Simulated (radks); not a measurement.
Spherical quantum dot in the effective-mass picture: electrons in a well V = -V0 / (1 + exp((r - R)/a)) with V0 = 2.54, R = 9.07, a = 0.47, with a point charge +2 (a donor) at the centre, all in effective atomic units (hartree* = m*/eps^2 hartree, bohr* = eps/m* bohr), one dielectric constant everywhere. Method: non-relativistic Kohn-Sham, LDA (Slater exchange, Perdew-Wang correlation), spin-polarised, spherical densities; computed with a radial shooting solver with Libxc functionals. Levels are named by radial order and angular momentum (1s, 1p, 1d, 2s, ...), and open shells are averaged over m. Results are scaled to m* = 0.053 and eps = 5.6, for which hartree* = 45.99 meV and bohr* = 5.591 nm.

N = 6, configuration 1s2 1p(up 3, down 0) 2s(up 1, down 0). This is the lowest configuration that the search found. Occupied and some empty levels:

level    occupation  eigenvalue (meV)  <r> (nm)
1s up             1           -108.41     5.515
1s down           1           -108.20     5.449
2s up             1           -90.344     31.05
1p up             3           -88.843     31.71
2s down           0           -87.618     31.14
1p down           0           -86.125     31.81
1d up             0           -85.608     33.72
1d down           0           -82.905     34.05
1f up             0           -81.483     35.20
1f down           0           -78.861     35.58
2p up             0           -76.680     26.00
1g up             0           -76.537     36.44
2p down           0           -74.826     25.54
1g down           0           -74.022     36.82

Energy (meV): total -772.374, kinetic 146.50, external -1069.8, Hartree 220.63, exchange-correlation -69.744.
